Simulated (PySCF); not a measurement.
CHCl₂, SMILES Cl[CH]Cl, multiplicity 2. Coordinates come from a r2SCAN-D4/def2-TZVP optimisation. The isomer is the one that the SMILES or the coordinates give; other isomers of the formula were not compared.

### Question
Give the equilibrium geometry at r2SCAN-D4/def2-TZVP (PySCF confirms it by a frequency run) as a Z-matrix, and its point group. (An estimate is asked for; the answer gives what the named calculation found.)

### Answer
point group Cs.
```
C
H 1 1.0805
Cl 1 1.6997 2 117.45
Cl 1 1.6997 2 117.45 3 153.36
```
Charge 0, spin multiplicity 2.
